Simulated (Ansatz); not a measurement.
One change: `Br/C=C\Br` becomes `[SiH3]O/C=C\Br`.

Ansatz, PBE0-D4/def2-TZVP geometries, multiplicity 1. Each molecule was computed in one conformer, which needn't be the lowest.

Scalar relativity is left out up to krypton.

```csv
property,`Br/C=C\Br`
HOMO energy (B3LYP/def2-TZVPP) / eV,-7.05
HOMO–LUMO gap (ωB97M-V/def2-TZVPP) / eV,10.89
LUMO energy (PBE0/def2-TZVPP) / eV,-0.64
HOMO energy (ωB97M-V/def2-TZVPP) / eV,-9.40
size of the dipole moment (ωB97M-V/def2-TZVPP) / D,1.68
size of the dipole moment (B3LYP/def2-TZVPP) / D,1.63
```

(1) Give the same properties after the change, and the shifts. (Best estimate.)

## Answers

(1) Computed: 
```json
{"property": "HOMO energy (B3LYP/def2-TZVPP) / eV", "`[SiH3]O/C=C\\Br`": "-6.54", "shift": "0.51"}
{"property": "HOMO–LUMO gap (ωB97M-V/def2-TZVPP) / eV", "`[SiH3]O/C=C\\Br`": "10.50", "shift": "-0.39"}
{"property": "LUMO energy (PBE0/def2-TZVPP) / eV", "`[SiH3]O/C=C\\Br`": "-0.16", "shift": "0.48"}
{"property": "HOMO energy (ωB97M-V/def2-TZVPP) / eV", "`[SiH3]O/C=C\\Br`": "-8.92", "shift": "0.48"}
{"property": "size of the dipole moment (ωB97M-V/def2-TZVPP) / D", "`[SiH3]O/C=C\\Br`": "2.43", "shift": "0.75"}
{"property": "size of the dipole moment (B3LYP/def2-TZVPP) / D", "`[SiH3]O/C=C\\Br`": "2.41", "shift": "0.78"}
```

With PBE0 the HOMO rises by 0.53 eV and the LUMO rises by 0.48 eV, so the gap narrows by about 0.05 eV. PBE moves the HOMO by 0.54 eV and ωB97M-V by 0.48 eV. Dipoles are sizes alone; their direction can turn.

B3LYP here is the variant with VWN-RPA as its local correlation; programs differ in this.

Spin–orbit coupling is left out; it splits and shifts lone-pair levels of the heavy atoms by tenths of an eV.
